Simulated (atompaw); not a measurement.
## rubidium (Rb): PAW (atompaw) pseudisation with LDA (PW92), scalar-relativistic reference atom.

atompaw 4.2.0.5 was run on this input:

```
Rb 37
LDA-PW scalarrelativistic loggrid 1500 logderivrange -4 5 226
5 5 4 0 0 0
5 0 0
5 1 1
4 2 0
0 0 0
c
c
c
v
v
c
c
v
v
c
v
2
3.00 2.40 2.30 2.75
n
n
y
0.25
n
bloechl besselshape
3 1 vpsmatchnc
PWSCFOUT
UPFDX 0.0125d0 UPFXMIN -7.d0 UPFZMESH 37.d0
END
```

Command:

```bash
atompaw < Rb.input > Rb.log
```

Output (summary file):

```
Completed calculations for Rb (AE)

 Exchange-correlation type: LDA, Perdew-Wang correlation

 Radial integration grid is logarithmic
 r0 =   2.3004967E-04 h =   8.5118378E-03   n =      1500 rmax =   8.0000000E+01

 Scalar relativistic calculation

 AEatom converged in  35 iterations
   nz     =  37.00
   delta  =       2.501774557490E-15

 All Electron Orbital energies:
  n  l      occupancy      energy
  1  0      2.0000000E+00 -1.1033293E+03
  2  0      2.0000000E+00 -1.4750822E+02
  3  0      2.0000000E+00 -2.1937494E+01
  4  0      2.0000000E+00 -2.4576472E+00
  5  0      0.0000000E+00 -2.2379164E-01
  2  1      6.0000000E+00 -1.3089504E+02
  3  1      6.0000000E+00 -1.6610316E+01
  4  1      6.0000000E+00 -1.2838448E+00
  5  1      1.0000000E+00 -1.0069705E-01
  3  2      1.0000000E+01 -7.7680007E+00
  4  2      0.0000000E+00 -5.0060341E-02

 Total energy
   Total                    :    -5955.17319639677407

 ---
 Completed calculations for Rb (SC)

 Exchange-correlation type: LDA, Perdew-Wang correlation

 Radial integration grid is logarithmic
 r0 =   2.3004967E-04 h =   8.5118378E-03   n =      1500 rmax =   8.0000000E+01

 Scalar relativistic calculation

 SCatom converged in   5 iterations
   nz     =  37.00
   delta  =       2.779263979598E-15

 Valence Electron Orbital energies:
  n  l      occupancy      energy
   4  0      2.0000000E+00 -2.4576472E+00
   5  0      0.0000000E+00 -2.2379164E-01
   4  1      6.0000000E+00 -1.2838448E+00
   5  1      1.0000000E+00 -1.0069705E-01
   4  2      0.0000000E+00 -5.0060341E-02

 Total energy
   Total                    :    -5955.17319639830566
   Valence                  :     -232.50403436942247

 PAW parameters:
       lmax =            2
         rc =    3.0189097798749014
        irc =         1115
   rc_shape =    2.4195198412346763
    rc_vloc =    2.3186979158961778
    rc_core =    2.7725587161144585
   Vloc: VPS match (norm-conservation) with l= 3;e=   1.0000E+00
   Projector type: Bloechl + Gram-Schmidt ortho.
   Bessel compensation charge shape zeroed at   2.4195E+00

 Number of basis functions     6
 No.   n  nodes  l      Energy         Cp coeff         Occ
  1    4    3    0   -0.2457647E+01 -0.9910964E+01  0.2000000E+01
  2    5    4    0   -0.2237916E+00 -0.1191101E+02  0.0000000E+00
  3    4    2    1   -0.1283845E+01 -0.5074558E+01  0.6000000E+01
  4    5    3    1   -0.1006970E+00 -0.6247945E+01  0.1000000E+01
  5    4    1    2   -0.5006034E-01 -0.1772906E+01  0.0000000E+00
  6  999    2    2    0.2500000E+00  0.8986608E+01  0.0000000E+00

 Eigenvalues of overlap operator (in the basis of projectors):
    1        6.46115307E-03
    2        3.86950325E-02
    3        1.46224853E-01
    4        2.75491304E+00
    5        5.85923300E+00
    6        7.76921922E+00

 Orbital leakage outside PAW augmentation regions
   orb  is_core?  %out_of_sphere
   1 0    T           0.00
   2 0    T           0.00
   3 0    T           0.00
   4 0    F           1.00
   5 0    F          87.97
   2 1    T           0.00
   3 1    T           0.00
   4 1    F           4.60
   5 1    F          97.15
   3 2    T           0.00
   4 2    F          83.81

 Summary of PAW energies
   Total valence energy     :   -232.50403141118412
   Smooth energy            :   -480.14466811420408
   One center               :    247.64063670301996
   Smooth kinetic           :    140.32018865863279
   Vloc energy              :   -594.31106804175386
   Smooth exch-corr         :    -93.40105911117342
   One-center xc            :   -100.65060685786588

  Detected negative values for pseudo core + nhat
    which may cause trouble
  Please try reducing rc_core and or adjusting compensation charge shape
```

The run took about 7.8 s on one core of a shared server CPU.
